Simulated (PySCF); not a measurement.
# Bond length, frequency and bond energy of ZnH⁻ by level of theory

State: ¹Σ⁺ (singlet), closed shell. Set-up: basis Zn aug-pcseg-1, H aug-pcseg-1; no relativity; PySCF 2.14. De refers to Zn + H⁻ in their ground configurations, without counterpoise correction. A positive dipole points towards H; it is taken about the centre of mass and depends on that origin.

```tsv
Level	Re (Å)	ωe (cm⁻¹)	De (eV)	μ (D)
RHF-MP2	1.711	1313	n/a	n/a
RHF-SCS-MP2	1.724	1273	n/a	n/a
RHF-CCSD	1.733	1254	1.22	n/a
RHF-CCSD(T)	1.730	1254	1.26	n/a
LDA	1.766	1083	1.32	0.35
PBE	1.802	1010	1.13	0.23
PBEsol	1.779	1056	1.23	0.43
r²SCAN	1.765	1101	1.25	0.60
PBE0	1.782	1080	1.21	0.56
M06	1.833	966	1.07	-0.60
```

The bond length runs from 1.711 Å (RHF-MP2) to 1.833 Å (M06). De spans 1.07 eV (M06, hybrid meta-GGA) to 1.32 eV (LDA, local density).

Correlated steps freeze 5 core orbitals. Correlated levels converge slowly with the basis: in double zeta they bind strong bonds too weakly, by up to about 1 eV, and carry superposition errors of some tenths. For an ion De counts to the pair picked by the measured ionisation energies or electron affinities, which need not be the lowest pair at this level. The highest Kohn–Sham level is positive in this anion. Much of that is self-interaction error, but it also means that the finite basis helps to hold the extra electron. The CCSD T1 diagnostic is raised, a sign that a single reference may not be enough here.

The whole job (state search and all levels along the bond) took about 3.5 min on 1 thread of Arm Neoverse N1 (shared host), peak memory 0.75 GiB.
